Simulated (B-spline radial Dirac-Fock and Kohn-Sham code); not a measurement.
**Dipole and non-dipole photoemission parameters of Tb²⁺ 3s**

System: Tb²⁺, configuration [Xe] 4f9; threshold 1950.6 eV (orbital energy of the model). Model: Dirac-Hartree-Slater photoionisation with a Latter tail; cross sections with all multipoles, angular parameters from the dipole term and its interference with E2. Program: a B-spline atomic structure program.

Input file task.json (cfg lists n, l and occupation; rrms is the nuclear radius in fm):

```json
{"items": [{
  "Z": 65,
  "q": 2,
  "cfg": [[1, 0, 2], [2, 0, 2], [2, 1, 6], [3, 0, 2], [3, 1, 6], [3, 2, 10], [4, 0, 2], [4, 1, 6], [4, 2, 10], [4, 3, 9], [5, 0, 2], [5, 1, 6]],
  "A": 159,
  "rrms": 5.06,
  "do": "xps",
  "hv": [53.8, 57.1, 76.4, 118.0, 124.0, 157.0, 200, 232.0, 279.0, 300, 400, 429.0, 431.0, 439.0, 467.0, 600, 749.0, 963.0, 979.0, 1330.0, 1980.0, 2460.0, 3680.0, 6000, 8047.8, 8810.0, 11200.0, 12000, 13400.0, 15000]
}]}
```

Run with: `python xray2_run.py task.json out`

For linearly polarised light dσ/dΩ = σ/(4π) [1 + β P₂(cos θ) + (δ + γ cos²θ) sin θ cos φ], with θ from the polarisation vector and φ the angle between the beam and the projection of the electron momentum on the plane normal to the polarisation.

| hν (eV) | σ (kb) | β | γ |
| --- | --- | --- | --- |
| 1980 | 41.3 | 1.946 | 1.231 |
| 2460 | 30.7 | 1.957 | 0.750 |
| 3680 | ? | ? | ? |
| 6000 | 7.11 | 1.972 | -0.110 |
| 8047.8 | 4.12 | 1.974 | -0.137 |
| 8810 | 3.47 | 1.975 | -0.118 |
| 11200 | 2.15 | 1.976 | 0.006 |
| 12000 | 1.87 | 1.976 | 0.060 |
| 13400 | 1.49 | 1.976 | 0.162 |
| 15000 | 1.18 | 1.976 | 0.286 |

Q: Give the values at 3680 eV.

A: σ = 16.6 kb, β = 1.966, γ = 0.218. For an s subshell δ is negligible.

Values without a named source are computed, but for edge energies of neutral atoms, which are taken from tables.
